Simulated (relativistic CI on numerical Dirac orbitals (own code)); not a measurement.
# Calculated levels, Lu¹⁷⁺

Method of calculation: Dirac-Coulomb-Breit CI, separate exchange-only KLI orbitals for each configuration, model QED, unscaled Slater integrals (own radial code, finite nucleus).

CI space (outside the closed core [Ar] 3d10 4p6 4d10): 4s2.4f8, 4s2.4f7.5s, 4s2.4f6.5s2, 4s2.4f6.5s.5p, 4s2.4f7.5p, 4s2.4f7.6s, 4s2.4f7.6p, 4f10. Levels of other configurations are missing.

| No. | Configuration | Term | J | E (cm⁻¹) | % | Lifetime (s) | jj configuration (%) |
| --- | --- | --- | --- | --- | --- | --- | --- |
| 41 | 4s2.4f8 | 3O | 10 | 74636.6 | 33 | 1.14e-02 | 4f5/2^5 4f7/2^3 (48) |
| 42 | 4s2.4f8 | 5D | 2 | 76199.1 | 51 | 3.92e-03 | 4f7/2^2 (29) |
| 43 | 4s2.4f8 | 5K | 8 | 77868.5 | 73 | 6.16e-02 | 4f5/2^4 4f7/2^4 (47) |
| 44 | 4s2.4f8 | 3I | 5 | 78139.4 | 26 | 8.72e-03 | 4f5/2^5 4f7/2^3 (35) |
| 45 | 4s2.4f8 | 5G | 6 | 78626.5 | 72 | 8.66e-03 | 4f5/2^4 4f7/2^4 (53) |
| 46 | 4s2.4f8 | 3O | 12 | 79604.2 | 87 |  | 4f5/2^4 4f7/2^4 (88) |
| 47 | 4s2.4f8 | 5K | 7 | 80170.7 | 43 | 7.92e-03 | 4f5/2^3 4f7/2^5 (44) |
| 48 | 4s2.4f8 | 3O | 11 | 80483.2 | 70 | 1.61e-01 | 4f5/2^4 4f7/2^4 (92) |
| 49 | 4s2.4f8 | 3F | 4 | 80567.1 | 39 | 3.11e-03 | 4f5/2^4 4f7/2^4 (49) |
| 50 | 4s2.4f8 | 5G | 5 | 80912.9 | 36 | 1.06e-02 | 4f5/2^4 4f7/2^4 (44) |
| 51 | 4s2.4f8 | 5D | 3 | 82080.1 | 57 | 4.87e-03 | 4f5/2^5 4f7/2^3 (53) |
| 52 | 4s2.4f8 | 5K | 6 | 83581.4 | 66 | 8.11e-03 | 4f5/2^4 4f7/2^4 (51) |
| 53 | 4s2.4f8 | 3M | 8 | 83738.0 | 50 | 1.19e-02 | 4f5/2^4 4f7/2^4 (54) |
| 54 | 4s2.4f8 | 3K | 7 | 83795.8 | 32 | 7.13e-03 | 4f5/2^3 4f7/2^5 (51) |
| 55 | 4s2.4f8 | 3P | 2 | 85222.9 | 33 | 2.63e-03 | 4f5/2^4 4f7/2^4 (34) |
| 56 | 4s2.4f8 | 3M | 9 | 85563.4 | 60 | 7.28e-03 | 4f5/2^4 4f7/2^4 (51) |
| 57 | 4s2.4f8 | 5D | 1 | 85723.1 | 66 | 6.70e-03 | 4f5/2^4 4f7/2^4 (33) |
| 58 | 4s2.4f8 | 5D | 0 | 86198.5 | 55 | 3.51e-03 | 4f5/2^3 4f7/2^5 (39) |
| 59 | 4f7(8S°).5s | 7S° | 3 | 86236.9 | 91 | 4.09e-02 | 4f5/2^4 4f7/2^3 5s (35) |
| 60 | 4s2.4f8 | 3F | 3 | 86461.4 | 33 | 5.04e-03 | 4f5/2^5 4f7/2^3 (39) |
| 61 | 4s2.4f8 | 5G | 4 | 86839.9 | 58 | 5.54e-03 | 4f5/2^4 4f7/2^4 (65) |
| 62 | 4s2.4f8 | 3M | 10 | 87151.8 | 56 | 1.15e-02 | 4f5/2^3 4f7/2^5 (52) |
| 63 | 4s2.4f8 | 3K | 8 | 88990.5 | 68 | 4.22e-03 | 4f5/2^3 4f7/2^5 (63) |
| 64 | 4s2.4f8 | 3H | 5 | 89340.1 | 40 | 4.79e-03 | 4f5/2^3 4f7/2^5 (44) |
| 65 | 4s2.4f8 | 3K | 6 | 89646.2 | 30 | 8.34e-03 | 4f5/2^5 4f7/2^3 (37) |
| 66 | 4s2.4f8 | 3H | 4 | 89648.8 | 38 | 4.84e-03 | 4f5/2^3 4f7/2^5 (41) |
| 67 | 4s2.4f8 | 5D | 4 | 91590.6 | 54 | 3.45e-03 | 4f5/2^3 4f7/2^5 (42) |
| 68 | 4s2.4f8 | 5G | 3 | 91844.0 | 69 | 7.03e-03 | 4f5/2^3 4f7/2^5 (44) |
| 69 | 4s2.4f8 | 5H | 7 | 91891.1 | 74 | 1.57e-02 | 4f5/2^4 4f7/2^4 (48) |
| 70 | 4s2.4f8 | 3M | 9 | 92403.6 | 57 | 3.50e-02 | 4f5/2^4 4f7/2^4 (52) |
| 71 | 4s2.4f8 | 5D | 0 | 93151.2 | 68 | 2.10e-03 | 4f5/2^4 4f7/2^4 (60) |
| 72 | 4s2.4f8 | 5P | 2 | 93187.0 | 25 | 4.85e-03 | 4f5/2^4 4f7/2^4 (52) |
| 73 | 4s2.4f8 | 3G | 5 | 93232.0 | 45 | 4.30e-03 | 4f5/2^4 4f7/2^4 (35) |
| 74 | 4s2.4f8 | 3N | 10 | 93766.6 | 50 | 2.01e-02 | 4f5/2^4 4f7/2^4 (59) |
| 75 | 4s2.4f8 | 3F | 2 | 93919.4 | 39 | 4.38e-03 | 4f5/2^5 4f7/2^3 (38) |
| 76 | 4s2.4f8 | 5H | 6 | 95333.6 | 38 | 1.07e-02 | 4f5/2^4 4f7/2^4 (55) |
| 77 | 4s2.4f8 | 5G | 2 | 95897.8 | 59 | 8.11e-03 | 4f5/2^3 4f7/2^5 (48) |
| 78 | 4s2.4f8 | 3K | 7 | 96132.1 | 63 | 1.11e-02 | 4f5/2^4 4f7/2^4 (43) |
| 79 | 4s2.4f8 | 3G | 4 | 96483.9 | 36 | 7.87e-03 | 4f5/2^4 4f7/2^4 (48) |
| 80 | 4s2.4f8 | 5P | 1 | 96695.4 | 63 | 8.84e-03 | 4f5/2^4 4f7/2^4 (42) |
| 81 | 4s2.4f8 | 3N | 11 | 97182.9 | 70 | 1.49e-02 | 4f5/2^3 4f7/2^5 (92) |
| 82 | 4s2.4f8 | 3K | 8 | 97583.7 | 60 | 9.76e-03 | 4f5/2^3 4f7/2^5 (48) |
| 83 | 4s2.4f8 | 5P | 3 | 97670.8 | 31 | 5.21e-03 | 4f5/2^3 4f7/2^5 (45) |
| 84 | 4s2.4f8 | 3H | 6 | 98152.8 | 35 | 2.52e-03 | 4f5/2^2 4f7/2^6 (47) |
| 85 | 4s2.4f8 | 3H | 5 | 98791.4 | 43 | 4.51e-03 | 4f5/2^3 4f7/2^5 (41) |
| 86 | 4s2.4f8 | 3K | 8 | 100138.6 | 67 | 1.51e-02 | 4f5/2^4 4f7/2^4 (69) |
| 87 | 4s2.4f8 | 3G | 3 | 100165.4 | 37 | 8.33e-03 | 4f5/2^3 4f7/2^5 (44) |
| 88 | 4s2.4f8 | 3K | 7 | 101600.3 | 64 | 1.06e-02 | 4f5/2^4 4f7/2^4 (73) |
| 89 | 4s2.4f8 | 3I | 6 | 101657.0 | 29 | 4.89e-03 | 4f5/2^4 4f7/2^4 (36) |
| 90 | 4s2.4f8 | 3G | 4 | 102077.5 | 34 | 4.56e-03 | 4f5/2^4 4f7/2^4 (36) |
| 91 | 4s2.4f8 | 5H | 5 | 102525.8 | 48 | 8.96e-03 | 4f5/2^4 4f7/2^4 (58) |
| 92 | 4s2.4f8 | 1Q | 12 | 102559.8 | 87 | 1.59e-02 | 4f5/2^3 4f7/2^5 (88) |
| 93 | 4s2.4f8 | 5D | 2 | 102780.7 | 26 | 3.63e-03 | 4f5/2^4 4f7/2^4 (47) |
| 94 | 4s2.4f8 | 3K | 6 | 102992.8 | 37 | 8.28e-03 | 4f5/2^3 4f7/2^5 (54) |
| 95 | 4s2.4f8 | 3D | 1 | 103576.6 | 50 | 2.54e-03 | 4f5/2^3 4f7/2^5 (39) |
| 96 | 4s2.4f8 | 3N | 9 | 104168.3 | 41 | 6.61e-03 | 4f5/2^3 4f7/2^5 (53) |
| 97 | 4s2.4f8 | 3M | 10 | 105922.1 | 55 | 8.19e-03 | 4f5/2^3 4f7/2^5 (74) |
| 98 | 4s2.4f8 | 3G | 5 | 106314.6 | 40 | 6.13e-03 | 4f5/2^4 4f7/2^4 (45) |
| 99 | 4s2.4f8 | 3K | 7 | 106457.7 | 41 | 3.19e-03 | 4f5/2^2 4f7/2^6 (63) |
| 100 | 4s2.4f8 | 5H | 4 | 108020.1 | 55 | 8.78e-03 | 4f5/2^3 4f7/2^5 (54) |
| 101 | 4s2.4f8 | 3I | 5 | 108053.7 | 48 | 4.80e-03 | 4f5/2^2 4f7/2^6 (37) |
| 102 | 4s2.4f8 | 3F | 2 | 108065.7 | 55 | 8.24e-03 | 4f5/2^4 4f7/2^4 (50) |
| 103 | 4s2.4f8 | 3M | 8 | 108169.6 | 61 | 8.26e-03 | 4f5/2^3 4f7/2^5 (57) |
| 104 | 4s2.4f8 | 3F | 3 | 109524.6 | 59 | 5.33e-03 | 4f5/2^5 4f7/2^3 (42) |
| 105 | 4s2.4f8 | 3P | 1 | 109728.0 | 67 | 1.35e-03 | 4f5/2 4f7/2^7 (55) |
| 106 | 4s2.4f8 | 3H | 6 | 109895.7 | 52 | 7.18e-03 | 4f5/2^3 4f7/2^5 (52) |
| 107 | 4s2.4f8 | 3G | 4 | 109959.4 | 31 | 5.02e-03 | 4f5/2^3 4f7/2^5 (35) |
| 108 | 4s2.4f8 | 5H | 3 | 110784.1 | 47 | 6.40e-03 | 4f5/2^3 4f7/2^5 (44) |
| 109 | 4s2.4f8 | 3I | 7 | 111144.5 | 63 | 2.18e-02 | 4f5/2^4 4f7/2^4 (48) |
| 110 | 4s2.4f8 | 3K | 6 | 111620.1 | 55 | 8.18e-03 | 4f5/2^4 4f7/2^4 (44) |

Energies count from the lowest computed level; ° marks odd parity; lifetimes are radiative, by E1, M1, E2, M2 decay to levels of this space only. Percentages are summed over parent terms; the parents shown are those of the largest component, closed shells are left out there. Filled j subshells are mostly left out of the jj labels.

The mean weight of the leading LS term, summed over parents, in these 70 levels is 51 %, and that of the leading jj configuration (from the same eigenvectors) 50 %.

At this charge transitions that keep the count of f electrons are usually good to a few per cent. Terms inside the open d or f shell come out 10 to 20 % too wide with unscaled integrals. Levels that differ in their count of f electrons can be misplaced by several ten thousand cm⁻¹, since the correlation energy of f electrons is missing or only estimated; rates across such gaps can be off by orders of magnitude.

LS names give the leading component of a level, which can be under half, so a name can repeat, a term be missing and a line seem to break the LS rules.
